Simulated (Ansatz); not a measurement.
Problem. Name a neutral molecule of C, Cl, F, Ge, N and H with HOMO–LUMO gap (PBE0/def2-TZVPP) between 8.15 and 8.45 eV and size of the dipole moment (ωB97M-V/def2-TZVPP) between 2.70 and 3.00 D (Ansatz, PBE0-D4/def2-TZVP geometry).

Solution. `[CH3][Ge]([NH2])([F])[Cl]` (8.21 eV, 2.84 D). Other molecules can fit too; these were computed, each in one conformer that needn't be the lowest.
